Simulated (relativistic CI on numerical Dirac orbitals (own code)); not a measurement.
## Transition arrays of Rb XII

Method of calculation: Dirac-Coulomb-Breit CI, separate exchange-only KLI orbitals for each configuration, model QED, valence Slater integrals scaled by 0.9, whole transition arrays (own radial code, finite nucleus).

Configurations in the expansion (outside the closed core [Ne] 3s2): 3p6 3d8, 3p6 3d7 4f, 3p5 3d9, 3p6 3d7 4p, 3p6 3d7 5f. Levels of other configurations are missing.

All E1 lines from the levels of 3p6 3d8; mean and standard deviation are weighted by gf, and upper levels are sorted by their leading configuration.

```tsv
Upper configuration	Lines	Σgf	Mean (eV)	Mean (nm)	σ (eV)	Strongest line (nm)
3p6 3d7 4f	721	131.3	235.88	5.256	3.50	5.222
3p5 3d9	60	23.6	134.53	9.216	6.75	8.682
3p6 3d7 4p	466	19.0	161.92	7.657	3.23	7.752
3p6 3d7 5f	721	86.2	280.52	4.420	3.80	4.385
```

Σgf per state of the lower configuration in bins of 0.2 nm over the central range (centre: value): 4.3: 0.77, 4.5: 1.14, 5.1: 0.40, 5.3: 2.37, 5.5: 0.14, 7.5: 0.10, 7.7: 0.25, 7.9: 0.05, 8.7: 0.13, 8.9: 0.03, 9.1: 0.12, 9.3: 0.02, 9.5: 0.07.

Question: How do configuration mixing and the scaling of the Slater integrals move the arrays?

Answer: Slater scale 0.9, no configuration mixing: 3p6 3d7 4f 236.1 ± 3.5 eV (Σgf 143.4), 3p5 3d9 135.4 ± 7.0 eV (Σgf 26.8), 3p6 3d7 4p 162.1 ± 3.3 eV (Σgf 20.3), 3p6 3d7 5f 280.3 ± 3.8 eV (Σgf 63.5); Slater scale 1: 3p6 3d7 4f 236.4 ± 3.9 eV (Σgf 131.8), 3p5 3d9 134.7 ± 7.2 eV (Σgf 23.3), 3p6 3d7 4p 162.0 ± 3.6 eV (Σgf 18.9), 3p6 3d7 5f 280.8 ± 4.2 eV (Σgf 86.9); Slater scale 0.8: 3p6 3d7 4f 235.4 ± 3.1 eV (Σgf 130.7), 3p5 3d9 134.3 ± 6.3 eV (Σgf 24.0), 3p6 3d7 4p 161.8 ± 2.9 eV (Σgf 19.1), 3p6 3d7 5f 280.2 ± 3.4 eV (Σgf 85.5). With mixing, levels are counted to their leading configuration, so an array can shrink or vanish into another, and the sums then hold other lines.
